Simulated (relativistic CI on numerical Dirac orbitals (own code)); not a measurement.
**Slater and spin-orbit integrals, La**

These numbers are calculated, not measured: Dirac-Coulomb-Breit CI, orbitals from a KLI potential per configuration, a model potential for QED, valence Slater integrals scaled by 0.85, P86 correlation energy added to each configuration (own radial code, finite nucleus).

Slater integrals F^k, G^k are unscaled and averaged over j, outside the closed core [Xe]; ζ comes from projecting the Hamiltonian with its Breit term on Σ l·s of the shell.

- 5d.6s2: ζ(5d) = 408.63 cm⁻¹; <r>(5d) = 3.128, <r^2>(5d) = 11.97 (bohr units).
- 5d2.6s: F^2(5d,5d) = 29746, F^4(5d,5d) = 19071, ζ(5d) = 317.29, G^2(5d,6s) = 16132 cm⁻¹; <r>(5d) = 3.315, <r^2>(5d) = 13.57, <r>(6s) = 4.672, <r^2>(6s) = 24.82 (bohr units).
- 5d3: F^2(5d,5d) = 27823, F^4(5d,5d) = 17730, ζ(5d) = 235.79 cm⁻¹; <r>(5d) = 3.509, <r^2>(5d) = 15.35 (bohr units).

Problem. Give the Racah parameters of the d shell in 5d2.6s.

Solution. B = F²/49 − 5F⁴/441 = 391 cm⁻¹ and C = 35F⁴/441 = 1514 cm⁻¹; values fitted to spectra at such low charge are typically 15 to 30 % smaller.

In this model ζ of a weakly bound d, f or g electron outside closed shells comes out too small, for d by up to a factor of two or three and at times with the wrong sign; that of an outer p electron is too small as well.

For a near-neutral ion this model can misplace configurations by up to about 10,000 cm⁻¹ (more where the count of f electrons changes) and terms by 10 to 25 % of their spread. Rates follow the energies as ν³ (E1, M1) or ν⁵ (E2), so they and the lifetimes can be off by large factors. The fine structure of a lone outer electron comes out too small, for d and f at times inverted, and misplaced configurations move strength between like terms. 48 of the 68 excited levels that our extract of the measured tables holds in this range could be paired (the sources list more); they are missed by 1293 cm⁻¹ on average and 8712 at most, and levels without a partner can miss by more.

Averages of the first 10 configurations, taken without configuration mixing, which lowers the lowest level and can move excited configurations by several eV; other configurations of the list can lie among them:

```
Configuration  Parity  States  Average energy above the lowest level (eV)
       5d.6s2    even      10                                         0.8
       5d2.6s    even      90                                         1.2
          5d3    even     120                                         2.4
     5d.6s.6p     odd     120                                         2.5
       6s2.4f     odd      14                                         3.6
       6s2.6p     odd       6                                         2.9
       5d2.6p     odd     270                                         3.1
     5d.6s.4f     odd     280                                         4.6
     5d.6s.6d    even     200                                         4.6
     5d.6s.6f     odd     280                                         5.5
```
